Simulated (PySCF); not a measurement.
# Structure elucidation problem

An unknown has the formula C6H7NOSi. Its calculated NMR data are:

¹H NMR (500 MHz, computed): δ 8.23 (s, 1H), 5.02 (s, 2H), 3.13 (s, 3H), 1.42 (s, 1H).

¹³C{¹H} NMR (computed): δ 173.0, 101.6, 83.7, 74.7, 73.9, 31.1.

Theory: PBE0/pcSseg-1 with gauge-including orbitals, coordinates at the GFN2-xTB level, in PySCF 2.14 (no solvent, equivalent nuclei averaged, single conformer, relativity neglected).

δ = σ(ref) − σ, references computed at the same level: ¹H (σref 31.72), ¹³C (σref 186.93) vs TMS.

Propose a structure and justify it.

Results:


- The formula gives 5 degrees of unsaturation (no ring in the answer).
- 6 carbon signals for 6 carbons: no two carbons are equivalent.
- Carbon types of the structure: 3 × C, 2 × CH, 1 × CH3, leaving 2 H on heteroatoms.
- δC 173.0: amide carbonyl carbon; it is a carbonyl in resonance with an O or N lone pair, the region of acids, esters and amides.
- δC 101.6, 83.7, 73.9: alkyne carbon; sp carbons lie upfield of alkene carbons because the cylindrical π system leaves one tensor component strongly shielded.
- δC 74.7: terminal alkyne carbon; sp carbons lie upfield of alkene carbons because the cylindrical π system leaves one tensor component strongly shielded.
- δC 31.1: methyl carbon bonded to N; pulled downfield by the heteroatom.
- δH 5.02: hydrogen on a silicon bonded to C, N.
- δH 3.13: hydrogen on a methyl carbon bonded to N; its carbon carries N, an electronegative neighbour.
- δH 1.42: hydrogen on a terminal alkyne carbon; it lies on the axis of the triple bond, in its shielding cone.

These data were computed for `C#CC#C[SiH2]N(C)C=O`.

The shifts were computed for this structure.

Shifts are as computed. Against solution values, carbons near 30 ppm lie about +3 ppm off and those near 130 ppm about +5 ppm. Of 1211 compounds with measured shifts, 218 miss one by over three times the rms of a fit or turn the order of signals round; such compounds aren't used in these exercises. No couplings were computed; multiplicities are counted from neighbouring protons, with m where these are inequivalent, close in shift, in a saturated or five-membered ring or joined by F or P, and br s for small geminal =CH2 splittings.
